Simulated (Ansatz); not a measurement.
Relaxation of FH7OW (10 atoms, charge 0, multiplicity 1), to a largest force component of 0.03 eV/Å in at most 50 steps.

All numbers below come from RHF/def2-SVP in Ansatz.

```xyz
10
Properties=species:S:1:pos:R:3
W 0.110 -0.013 0.115
F -0.393 0.359 1.879
O 1.908 -0.548 0.022
H 2.338 -1.330 -0.288
H 0.069 1.456 -0.710
H -1.304 -0.875 0.232
H -0.023 -1.404 -0.772
H -0.846 0.077 -1.249
H 1.733 1.965 1.531
H 1.209 1.762 1.968
```

Problem. Where does it end, and by what steps?

Solution. The run converged. The force dipped under the threshold on the way, but the program's further checks kept it going. After 6 steps the energy has fallen by 0.158 eV; H10 moved furthest, 0.77 Å.

| step | energy less start (eV) | largest force component (eV/Å) | accepted |
| --- | --- | --- | --- |
| 0 | 0.0000 | 1.203 | yes |
| 1 | -0.1054 | 0.262 | yes |
| 2 | -0.1378 | 0.135 | yes |
| 3 | -0.1530 | 0.104 | yes |
| 4 | -0.1564 | 0.050 | yes |
| 5 | -0.1572 | 0.028 | yes |
| 6 | -0.1576 | 0.017 | yes |

```xyz
10
Properties=species:S:1:pos:R:3
W -0.010 -0.165 0.018
F -0.539 0.159 1.797
O 1.800 -0.644 -0.022
H 2.278 -1.402 -0.320
H -0.043 1.342 -0.736
H -1.418 -1.047 0.073
H -0.084 -1.524 -0.928
H -0.919 -0.039 -1.378
H 2.145 2.457 1.872
H 1.592 2.312 2.352
```

Whether the end is a true minimum wasn't checked by a vibrational analysis.

Time of the run: 52 s on 1 thread of Intel(R) Xeon(R) Processor @ 2.50GHz (Skylake/Cascade Lake), with other jobs on the host, peak memory 0.18 GiB.
